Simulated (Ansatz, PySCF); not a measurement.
CH₄Cl₂Ge, SMILES [Cl][GeH]([CH3])[Cl]. Atoms are numbered in the order given.

```xyz
8

Ge    -0.1397    -0.0749     0.4563
C     -2.0506    -0.2760     0.2679
Cl     0.8318    -1.5849    -0.7490
Cl     0.4284     1.8573    -0.3312
H      0.4347    -0.1794     1.8714
H     -2.3588    -1.2672     0.6317
H     -2.5663     0.5053     0.8454
H     -2.3197    -0.1795    -0.7934
```
Charge 0, spin multiplicity 1.

The structure is a stationary point at r2SCAN-D4/def2-SVP.

Two levels are set side by side: PBE-D3(BJ)/def2-SVP (Ansatz, a quantum-chemistry and plane-wave program) and r2SCAN-D4/def2-SVP (Ansatz). Each level has its own optimised geometry; the coordinates shown are those of the second. Frequencies come from the Hessian of PySCF at each geometry. Differences are taken from unrounded values.

```json
[
 {"quantity": "mean bond length (Å)", "r2SCAN-D4": "1.584"},
 {"quantity": "bond Ge1–C2 (Å)", "r2SCAN-D4": "1.931"},
 {"quantity": "bond Ge1–Cl3 (Å)", "r2SCAN-D4": "2.163"},
 {"quantity": "bond Ge1–Cl4 (Å)", "r2SCAN-D4": "2.163"},
 {"quantity": "bond Ge1–H5 (Å)", "r2SCAN-D4": "1.531"},
 {"quantity": "bond C2–H6 (Å)", "r2SCAN-D4": "1.100"},
 {"quantity": "bond C2–H7 (Å)", "r2SCAN-D4": "1.100"},
 {"quantity": "bond C2–H8 (Å)", "r2SCAN-D4": "1.099"},
 {"quantity": "highest harmonic wavenumber (cm⁻¹)", "r2SCAN-D4": "3179"},
 {"quantity": "mean harmonic wavenumber (cm⁻¹)", "r2SCAN-D4": "1153"},
 {"quantity": "zero-point energy (kcal/mol)", "r2SCAN-D4": "29.68"}
]
```

What does PBE-D3(BJ) give, and how far is it from r2SCAN-D4? (The exact figures need the calculation; the answer reports its results.)


```
quantity                            PBE-D3(BJ)  PBE-D3(BJ) minus r2SCAN-D4
----------------------------------  ----------  --------------------------
mean bond length (Å)                     1.596                       0.012
bond Ge1–C2 (Å)                          1.947                       0.016
bond Ge1–Cl3 (Å)                         2.177                       0.015
bond Ge1–Cl4 (Å)                         2.177                       0.015
bond Ge1–H5 (Å)                          1.547                       0.016
bond C2–H6 (Å)                           1.107                       0.007
bond C2–H7 (Å)                           1.107                       0.007
bond C2–H8 (Å)                           1.106                       0.007
highest harmonic wavenumber (cm⁻¹)        3113                         -66
mean harmonic wavenumber (cm⁻¹)           1121                         -33
zero-point energy (kcal/mol)             28.84                       -0.84
```
